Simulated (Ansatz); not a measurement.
`[NH2][Ti]([F])([F])[F]` and `[NH2][Hf]([F])([F])[F]` differ in one element.

Ansatz, PBE0-D4/def2-TZVP geometries, multiplicity 1. Each molecule was computed in one conformer, which needn't be the lowest.

Elements past krypton have def2 core potentials. Scalar relativity is left out up to krypton.

```csv
property,`[NH2][Ti]([F])([F])[F]`
HOMO–LUMO gap (ωB97M-V/def2-TZVPP) / eV,10.83
HOMO energy (PBE0/def2-TZVPP) / eV,-8.58
HOMO–LUMO gap (PBE0/def2-TZVPP) / eV,6.11
LUMO energy (B3LYP/def2-TZVPP) / eV,-2.80
LUMO energy (ωB97M-V/def2-TZVPP) / eV,-0.12
HOMO–LUMO gap (B3LYP/def2-TZVPP) / eV,5.55
```

Task: Give the same properties after the change, and the shifts. (An estimate is asked.)

Result: Computed: 
```json
{"property": "HOMO–LUMO gap (ωB97M-V/def2-TZVPP) / eV", "`[NH2][Hf]([F])([F])[F]`": "11.12", "shift": "0.29"}
{"property": "HOMO energy (PBE0/def2-TZVPP) / eV", "`[NH2][Hf]([F])([F])[F]`": "-8.14", "shift": "0.44"}
{"property": "HOMO–LUMO gap (PBE0/def2-TZVPP) / eV", "`[NH2][Hf]([F])([F])[F]`": "7.55", "shift": "1.44"}
{"property": "LUMO energy (B3LYP/def2-TZVPP) / eV", "`[NH2][Hf]([F])([F])[F]`": "-0.93", "shift": "1.87"}
{"property": "LUMO energy (ωB97M-V/def2-TZVPP) / eV", "`[NH2][Hf]([F])([F])[F]`": "0.61", "shift": "0.73"}
{"property": "HOMO–LUMO gap (B3LYP/def2-TZVPP) / eV", "`[NH2][Hf]([F])([F])[F]`": "6.96", "shift": "1.41"}
```

With PBE0 the HOMO rises by 0.44 eV and the LUMO rises by 1.88 eV, so the gap widens by about 1.44 eV. PBE moves the HOMO by 0.41 eV and ωB97M-V by 0.43 eV.

B3LYP here is the variant with VWN-RPA as its local correlation; programs differ in this.
